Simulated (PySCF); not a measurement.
BH₂, SMILES [BH2] (connectivity only; charge and spin as stated), charge +1, multiplicity 1. The structure is a stationary point at B3LYP-D3(BJ)/def2-TZVPD. The multiplicity is an assumed one; other spin states were not compared. The isomer is the one that the SMILES or the coordinates give; other isomers of the formula were not compared.

TDA-CAM-B3LYP/def2-TZVPD (PySCF 2.14.0) puts the lowest singlet excitations at 7.27, 7.27, 11.70, 11.70, 14.45, 15.61 eV and the lowest triplet (TDA) at 6.24 eV.

Task: What are the lowest singlet roots from EOM-CCSD/aug-cc-pVDZ (PySCF 2.14.0)? (Estimate from the structure and the level; the computed values follow.)

Result: 7.48, 7.48, 12.33, 12.33, 14.84, 16.30 eV; triplets 6.72, 6.72, 9.05 eV. S1 differs by 0.21 eV (second minus first; roots are paired by order, and the bases may differ).
